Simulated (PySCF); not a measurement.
Species: C₅H₆N₂.
SMILES with atom numbers: `[CH3:1][c:2]1[cH:3][n:4][cH:5][cH:6][n:7]1` (hydrogens: H8, H9, H10 on C1; H11 on C3; H12 on C5; H13 on C6)

Computed by this run: PBE0/def2-SVP geometry optimisation, gas phase in PySCF; density fitting, grid level 1; the optimiser is geomeTRIC in internal coordinates, started from a GFN2-xTB structure.

Geometry at step 0:
```
atom  x, y, z in Å
C1      1.9773   -0.5206   -0.2555
C2      0.5436   -0.1450   -0.0730
C3      0.1474    0.8826    0.7866
N4     -1.1204    1.2142    0.9487
C5     -2.0188    0.5271    0.2560
C6     -1.6370   -0.4938   -0.6009
N7     -0.3650   -0.8255   -0.7620
H8      2.4113   -0.8244    0.6959
H9      2.5449    0.3308   -0.6280
H10     2.0495   -1.3407   -0.9641
H11     0.8699    1.4519    1.3567
H12    -3.0528    0.8080    0.3970
H13    -2.3543   -1.0642   -1.1751
```

**Question.** What forces act on the atoms?

**Answer.** 
```json
{"atom": "C1", "Fx (eV/Å)": "-0.329", "Fy (eV/Å)": "0.175", "Fz (eV/Å)": "0.119"}
{"atom": "C2", "Fx (eV/Å)": "0.222", "Fy (eV/Å)": "-0.203", "Fz (eV/Å)": "-0.153"}
{"atom": "C3", "Fx (eV/Å)": "-0.250", "Fy (eV/Å)": "-0.035", "Fz (eV/Å)": "-0.059"}
{"atom": "N4", "Fx (eV/Å)": "-0.105", "Fy (eV/Å)": "0.236", "Fz (eV/Å)": "0.201"}
{"atom": "C5", "Fx (eV/Å)": "0.180", "Fy (eV/Å)": "0.049", "Fz (eV/Å)": "0.056"}
{"atom": "C6", "Fx (eV/Å)": "0.151", "Fy (eV/Å)": "0.047", "Fz (eV/Å)": "0.057"}
{"atom": "N7", "Fx (eV/Å)": "0.107", "Fy (eV/Å)": "-0.208", "Fz (eV/Å)": "-0.174"}
{"atom": "H8", "Fx (eV/Å)": "0.264", "Fy (eV/Å)": "-0.126", "Fz (eV/Å)": "0.329"}
{"atom": "H9", "Fx (eV/Å)": "0.313", "Fy (eV/Å)": "0.281", "Fz (eV/Å)": "-0.137"}
{"atom": "H10", "Fx (eV/Å)": "0.035", "Fy (eV/Å)": "-0.278", "Fz (eV/Å)": "-0.239"}
{"atom": "H11", "Fx (eV/Å)": "0.438", "Fy (eV/Å)": "0.221", "Fz (eV/Å)": "0.241"}
{"atom": "H12", "Fx (eV/Å)": "-0.561", "Fy (eV/Å)": "0.044", "Fz (eV/Å)": "-0.016"}
{"atom": "H13", "Fx (eV/Å)": "-0.465", "Fy (eV/Å)": "-0.204", "Fz (eV/Å)": "-0.225"}
```

The largest, 0.56 eV/Å, acts on H12 (H13, H11 within 3 % of it); the rms over all components is 0.229 eV/Å. The forces sum to zero within rounding, as they must for an isolated molecule in no field.

**Question.** Give the force on H12 in Eh/bohr and in nN.

**Answer.** 0.563 eV/Å ÷ 51.422 = 0.01096 Eh/bohr, and 0.563 eV/Å × 1.602 = 0.90 nN.

**Question.** How far is this geometry from the end of the optimisation?

**Answer.** 0.034 eV above it, and 0.021 Å rms away after alignment. The bonds farthest from their final lengths, with half the difference of the two atoms' forces along the bond (positive lengthens):

```tsv
bond	now (Å)	final (Å)	force along bond (eV/Å)
C5–H12	1.081	1.096	+0.35
C3–H11	1.082	1.097	+0.38
C6–H13	1.081	1.096	+0.34
C1–H9	1.089	1.101	+0.25
C1–H8	1.089	1.101	+0.25
C1–H10	1.086	1.097	+0.30
```

The angle farthest from its final value is C5–C6–H13, 122.3° against 120.8°.

Of the 6 listed bonds off by 0.010 Å or more, this force points towards the final length in 6.

The cost below is that of the whole optimisation. Hardware: an Intel Xeon Platinum 8488C with one thread, no GPU, shared host. Cost: 26 s, 0.58 GiB resident at most.
